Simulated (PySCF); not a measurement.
Computed with r2SCAN-D4/def2-TZVP // r2SCAN-D4/def2-SVP in PySCF. Gas-phase values, no solvent. One relaxed conformer stands for a flexible species; it need not be the lowest. Excitations are Tamm–Dancoff values on a coarser integration grid. The basis has no diffuse functions, so Rydberg states are missing or too high.

Reference species (SMILES): `[SiH3][GeH2][SiH3]` (neutral, multiplicity 1).

```yaml
T1 excitation (TDA): 5.78 eV
LUMO: -0.64 eV
HOMO–LUMO gap: 6.50 eV
```

Changed species: `[SiH3][GeH2][GeH2][GeH2][GeH2][SiH3]` (n = 4; the reference has n = 1).

**Question.** What does the change do to the T1 excitation (TDA), LUMO and HOMO–LUMO gap?

**Answer.** the T1 excitation (TDA) decreases by 1.15 eV, to 4.63 eV; the LUMO falls by 0.79 eV, to -1.43 eV; the HOMO–LUMO gap drops by 1.44 eV, to 5.06 eV.
